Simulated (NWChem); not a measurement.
## Lowest excitation of H$_{2}$AlF

SMILES: [F][AlH2]
```xyz
4

Al     0.0000     0.0000    -0.5654
H     -1.4088     0.0000    -1.2803
H      1.4088     0.0000    -1.2803
F      0.0000     0.0000     1.1012
```
Charge 0, spin multiplicity 1.

The numbers come from NWChem runs, not from measurements. The geometry was optimised at PBE0/def2-SVP, a minimum by its harmonic frequencies.

Basis set: def2-SVPD.

The correlated methods keep 6 core orbitals frozen. B3LYP has NWChem's definition, with VWN1-RPA local correlation. The structure started from a generated list of species. Coupled-cluster values serve here as a point of comparison, not as the truth.

Question: One of these methods gave a lowest vertical singlet excitation energy of 6.81 eV. Which?
A. EOM-CCSD
B. TD-PBE
C. CIS
D. TD-B3LYP

Answer: C, CIS. The others give 6.13 (EOM-CCSD), 5.40 (TD-PBE), 5.74 (TD-B3LYP).
